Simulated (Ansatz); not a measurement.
```yaml
crystal:
  periodic: [false, false, false]
  atoms:
    - {symbol: F, position_ang: [1.012181, 0.706385, 1.143912]}
    - {symbol: Al, position_ang: [0.083310, -0.065913, 0.048476]}
    - {symbol: F, position_ang: [0.287096, -1.668899, -0.170916]}
    - {symbol: Cl, position_ang: [-1.327088, 0.968126, -1.041772]}
basis:
  gaussian: {orbitals: cc-pVTZ}
hamiltonian: {xc: {name: HF}}
correlation: {method: bccd_t}
accuracy: high
```

```sh
$ ansatz run in.yaml --threads 2 --pin off --events-out ev --progress --plain --max-ram 20480MiB --backend cpu
```

It prints (some lines left out):

```
Functional definition: HF
2006 factors; integrals over basis functions are off by at most 3.4e-9 eV
mean field evaluation 1: about -24504.6919 eV, gradient 4.1e1 eV
mean field evaluation 2: about -24504.8094 eV, gradient 4.1e1 eV
mean field evaluation 4: about -24507.5274 eV, gradient 1.5e0 eV
mean field evaluation 8: about -24507.5570 eV, gradient 1.5e-1 eV
mean field evaluation 16: about -24507.5572 eV, gradient 1.2e-7 eV
mean field -24507.55717398 eV, -900.6361143250 hartree, gradient 9.0e-9 eV, S^2 0.000000; 0 other end points of the search recorded, 0 dependent functions left out
12 core orbitals not correlated: weight in the atoms' cores, before any rotation towards them, 1.000 or more for the frozen orbitals, at most 0.000 for the correlated occupied ones
reference -24507.55717398 eV, -900.6361143250 hartree; 12, 12 occupied and 104, 104 virtual orbitals, 2006 factors
second order -20.69945066 eV of doubles, -0.00000000 eV of singles
cycle   1  -20.61400244 eV  change    8.5e-2 eV  update   8.8e-2
cycle   2  -20.95242624 eV  change   -3.4e-1 eV  update   2.9e-2
cycle   3  -21.05062953 eV  change   -9.8e-2 eV  update   1.3e-2
cycle   4  -21.03547412 eV  change    1.5e-2 eV  update   3.2e-3
cycle   5  -21.03150743 eV  change    4.0e-3 eV  update   9.4e-4
cycle   6  -21.03152824 eV  change   -2.1e-5 eV  update   2.9e-4
cycle   7  -21.03139911 eV  change    1.3e-4 eV  update   8.3e-5
cycle   8  -21.03137103 eV  change    2.8e-5 eV  update   2.3e-5
cycle   9  -21.03136873 eV  change    2.3e-6 eV  update   7.7e-6
cycle  10  -21.03137365 eV  change   -4.9e-6 eV  update   2.7e-6
cycle  11  -21.03137111 eV  change    2.5e-6 eV  update   1.0e-6
cycle  12  -21.03137263 eV  change   -1.5e-6 eV  update   3.2e-7
cycle  13  -21.03137259 eV  change    3.6e-8 eV  update   1.2e-7
cycle  14  -21.03137259 eV  change    4.4e-9 eV  update   4.9e-8
cycle  15  -21.03137256 eV  change    2.2e-8 eV  update   2.9e-8
cycle  16  -21.03137233 eV  change    2.3e-7 eV  update   9.7e-8
cycle  17  -21.03137240 eV  change   -7.2e-8 eV  update   2.2e-8
cycle  18  -21.03137239 eV  change    9.9e-9 eV  update   6.3e-9
cycle  19  -21.03137239 eV  change   -3.0e-9 eV  update   2.3e-9
cycle  20  -21.03137240 eV  change   -1.7e-9 eV  update  7.6e-10
perturbative correction -0.70743457 eV, -0.0259977409 hartree
Total energy: -24529.29598095 eV, -901.4350007458 hartree
```

Hardware: 2 threads of a server CPU on a shared host. Wall time 16 s, peak host memory 1.3 GiB.
